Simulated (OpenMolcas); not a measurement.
**Lines of Sb: computed and rescaled rates**

| Quantity | Value |
| --- | --- |
| Program | OpenMolcas 26.06 |
| Method | CASSCF |
| Basis | ANO-R3 [8s7p5d3f2g1h] |
| Scalar Hamiltonian | X2C, finite nucleus |
| Active space | 5 electrons in 4 orbitals (5s 5p) |
| State averaging | 2S+1 = 4 odd, 1 root; 2S+1 = 2 odd, 8 roots; 2S+1 = 4 even, 3 roots |
| Spin-orbit coupling | RASSI with atomic mean-field integrals over the reference wave functions, term energies averaged over their components |

Rates come from the transition moments of the reference wave functions (E1 and E2 in the length form). At fixed line strength A goes as λ^-3 for E1 and M1 and as λ^-5 for E2, so a rate at the computed wavelength can be rescaled to the measured one. Measured vacuum wavelengths follow from level energies in NIST Handbook of Basic Atomic Spectroscopic Data. Branching counts decays inside the model space alone, at computed energies, and the table is only a selection of the E2 and M1 lines, drawn from those between levels with measured partners whose computed energy lies within a factor of 1.5 of the measured one.

```csv
Upper,Lower,Type,λ computed (nm),λ measured (nm),A computed (s-1),A rescaled (s-1),Branching %
5s2 5p3 2P* 3/2,5s2 5p3 4S* 3/2,M1,492.7,541.6,4.74e+00,,58.7
5s2 5p3 2P* 1/2,5s2 5p3 4S* 3/2,M1,535.4,609.9,2.66e+00,,74.9
5s2 5p3 2P* 3/2,5s2 5p3 2D* 3/2,M1,1228,1005,2.27e+00,,28.1
5s2 5p3 2D* 3/2,5s2 5p3 4S* 3/2,M1,822.9,1175,1.06e+00,,97.9
5s2 5p3 2P* 3/2,5s2 5p3 2D* 5/2,M1,1460,1161,8.40e-01,,10.4
5s2 5p3 2P* 1/2,5s2 5p3 2D* 3/2,M1,1532,1269,7.71e-01,,21.7
5s2 5p3 2P* 3/2,5s2 5p3 2D* 5/2,E2,1460,1161,1.12e-01,3.52e-01,1.4
5s2 5p3 2P* 1/2,5s2 5p3 2D* 3/2,E2,1532,1269,7.79e-02,2.00e-01,2.2
5s2 5p3 2P* 3/2,5s2 5p3 2D* 3/2,E2,1228,1005,6.20e-02,1.69e-01,0.8
5s2 5p3 2D* 5/2,5s2 5p3 4S* 3/2,E2,743.7,1015,5.98e-02,,54.5
5s2 5p3 2D* 5/2,5s2 5p3 4S* 3/2,M1,743.7,1015,3.01e-02,,27.5
5s2 5p3 2P* 1/2,5s2 5p3 4S* 3/2,E2,535.4,609.9,2.32e-02,,0.7
5s2 5p3 2D* 3/2,5s2 5p3 4S* 3/2,E2,822.9,1175,2.30e-02,,2.1
5s2 5p3 2P* 1/2,5s2 5p3 2D* 5/2,E2,1911,1529,2.02e-02,6.16e-02,0.6
5s2 5p3 2D* 5/2,5s2 5p3 2D* 3/2,M1,7725,7452,1.97e-02,2.19e-02,18.0
```

Spin-changing lines and M1 lines between different terms are not rescaled, since their strength hangs on the term gaps too.

The largest correction is for 5s2 5p3 2P* 3/2 → 5s2 5p3 2D* 5/2 (E2): 1.12e-01 × (1460 / 1161)^5 = 3.52e-01 s-1, a factor of 3.14.

No measured rate stands beside these. Rescaling mends the energy factor alone: line strengths can still be far off where a level mixes with configurations outside the active space, and weak or spin-changing lines hang on small mixing coefficients that depend on the term gaps too, so rescaling need not improve them.

Measured partners are found by configuration, term and J. A level has none where our copy of the source lacks it or the pairing is in doubt (some pairs that miss far off the trend of their configuration count as doubtful). Only configurations of the active space appear.

* marks odd parity.
